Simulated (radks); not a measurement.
Species: W I. Configuration: [Xe] 4f14 5d2 6s2 6p2 (not the ground configuration).

Calculated with a radial shooting solver on a logarithmic mesh with Libxc functionals: scalar-relativistic Kohn-Sham, LDA (Slater exchange, Perdew-Wang correlation), spin-polarised, spherical densities, point nucleus; open shells are filled with parallel spins first (spin-orbit coupling, left out, can overturn this in heavy ions).

Energy parts (hartree):
part                       energy
total                 -16132.7719
kinetic                17775.1232
electron-nucleus      -39879.7827
Hartree                 6284.8686
exchange-correlation    -312.9810

Orbitals (lengths in bohr, moments of r in powers of bohr; <r^-3> diverges for s and p1/2; r(90%) holds 90 % of the orbital's charge):
orbital  occ.  eigenvalue (hartree)  r(90%)      <r>  <r^-3>      <r^2>
1s up       1             -2552.154  0.0334  0.01835       -  0.0004634
1s down     1             -2552.154  0.0334  0.01835       -  0.0004634
2s up       1             -440.7906   0.120  0.07761       -   0.007126
2s down     1             -440.7867   0.120  0.07761       -   0.007126
2p up       3             -385.6625   0.113  0.06946   19740   0.005895
2p down     3             -385.6590   0.113  0.06946   19740   0.005895
3s up       1             -101.7257   0.295   0.2012       -    0.04629
3s down     1             -101.7238   0.295   0.2012       -    0.04629
3p up       3             -85.40374   0.301   0.2014    4401    0.04704
3p down     3             -85.40169   0.301   0.2014    4401    0.04704
3d up       5             -66.60320   0.283   0.1824   565.7    0.03900
3d down     5             -66.60026   0.283   0.1824   565.7    0.03900
4s up       1             -21.19722   0.646   0.4498       -     0.2285
4s down     1             -21.19309   0.646   0.4498       -     0.2284
4p up       3             -15.84148   0.695   0.4783    1025     0.2603
4p down     3             -15.83724   0.695   0.4783    1025     0.2603
4d up       5              -9.05456   0.768   0.5117   112.7     0.3036
4d down     5              -9.04933   0.767   0.5115   112.7     0.3033
4f up       7              -1.52966    1.01   0.6073   19.10     0.4628
4f down     7              -1.51977    1.00   0.6048   19.18     0.4579
5s up       1              -3.21937    1.53    1.063       -      1.268
5s down     1              -3.18422    1.52    1.059       -      1.260
5p up       3              -1.88932    1.80    1.236   151.6      1.728
5p down     3              -1.84503    1.79    1.230   153.7      1.713
5d up       2              -0.40398    2.83    1.826   8.377      3.930
5d down     0              -0.34648    2.84    1.825   8.524      3.939
6s up       1              -0.35510    4.14    2.838       -      9.104
6s down     1              -0.29965    4.25    2.891       -      9.489
6p up       2              -0.13827    5.72    3.832   13.31      16.80
6p down     0              -0.09586    6.24    4.099   11.28      19.49

The highest occupied level is 6p up at -3.763 eV. The configuration is held as typed, so some empty levels lie below it. Summed over all electrons, <r^2> = 85.22 bohr^2, which gives a Langevin (diamagnetic) susceptibility term of -67.5 x 10^-6 cm^3/mol.
